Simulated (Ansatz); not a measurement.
`O=CBBr` + HCl → `ClBBr` + `C=O` at 700 K and 1 bar (ligand exchange at a B–C bond).

Program: Ansatz. Geometries: PBE0-D4/def2-TZVP. ΔE: electronic, gas phase. CCSD(T)/CBS adds triple-zeta CCSD(T) − MP2 to the extrapolated MP2 energy (def2 sets, frozen cores). This one scheme is used for every species. For Br outer-core shells are correlated without core-valence functions, which leaves a few kJ/mol of doubt a bond. Scalar relativity is left out up to krypton. One conformer a species, not always the lowest.

```csv
species,CCSD(T)/CBS energy (Eh),H − E (kJ/mol),S (J/(mol·K))
`O=CBBr`,-2712.53327,131.9,385.6
HCl,-460.38127,38.4,211.8
`ClBBr`,-3058.55678,74.5,336.7
`C=O`,-114.39408,97.4,254.3
```

H − E and S are ideal-gas, rigid-rotor, harmonic terms from PBE0-D4/def2-TZVP, for one conformer and one mirror image of each species. 1 Eh = 2625.50 kJ/mol, R = 8.31446 J/(mol·K).

Task: By hand: ΔE, ΔH, ΔS and ΔG.

Result: ΔE = (-3058.55678) + (-114.39408) − (-2712.53327) − (-460.38127) = -0.03632 Eh = -95.4 kJ/mol. Δ(H − E) = 74.5 + 97.4 − 131.9 − 38.4 = 1.6, so ΔH = -93.8 kJ/mol. ΔS = 336.7 + 254.3 − 385.6 − 211.8 = -6.4 J/(mol·K). ΔG = -93.8 − 700 × (-6.4)/1000 = -89.3 kJ/mol.

Task: By hand: the equilibrium constant, and the temperature at which ΔG would vanish if ΔH and ΔS stayed fixed.

Result: log₁₀ K = −ΔG/(RT ln 10) = 6.7. ΔG = 0 at ΔH/ΔS = 14656 K, far beyond where these terms or the molecules hold.

The number of gas molecules stays the same, so ΔS is small and ΔH decides. A doubt of 5 kJ/mol in ΔE shifts log₁₀ K by 0.4 here. Other conformers and mirror images would add mixing entropy, several J/(mol·K) or more a flexible species. These are equilibria of isolated gas molecules and say nothing of rates. Largest T1 diagnostic: 0.015 (customary marks: 0.02 for closed shells, 0.045 for open ones).
